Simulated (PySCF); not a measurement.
Species: C6H7F2 (charge +1).
Structure used (GFN2-xTB), in Å, numbered top down from 1:
```
atom  x, y, z in Å
F1     2.5735   -1.0584    0.0591
C2     2.0839    0.1898   -0.0471
F3     2.5609    0.7381   -1.1743
C4     0.5865    0.1690   -0.0471
C5    -0.2354    1.1587   -0.5691
C6    -1.5514    0.7753   -0.4017
C7    -1.6458   -0.5168    0.2632
C8    -0.2017   -0.9380    0.4939
H9     2.4681    0.7820    0.8112
H10    0.1063    2.0632   -1.0424
H11   -2.4075    1.3455   -0.7272
H12   -2.2364   -0.4450    1.1854
H13   -2.2117   -1.2325   -0.3469
H14    0.0397   -1.1506    1.5421
H15    0.0665   -1.8723   -0.0208
```

The closed-shell ground state was solved at several levels (PySCF, density fitting, gas phase, non-relativistic).

```tsv
level	basis functions	HOMO (eV)	LUMO (eV)	gap (eV)
B3LYP/pcJ-1	286	-14.27	-9.21	5.06
B3LYP/def2-SVPD	222	-14.32	-9.21	5.11
```

Q: What might PBE0/pcSseg-1 (171 basis functions) give for the same quantities?

A: HOMO -14.52 eV, LUMO -9.05 eV, gap 5.47 eV.

Q: Over all these levels, which gives the widest orbital gap and which the narrowest?

A: PBE0/pcSseg-1 (global hybrid, 25 % exact exchange) has the widest, 5.47 eV, and B3LYP/pcJ-1 (global hybrid, 20 % exact exchange) the narrowest, 5.06 eV. Functional and basis both differ between the two, so the spread mixes both effects.

One conformer stands for the species.
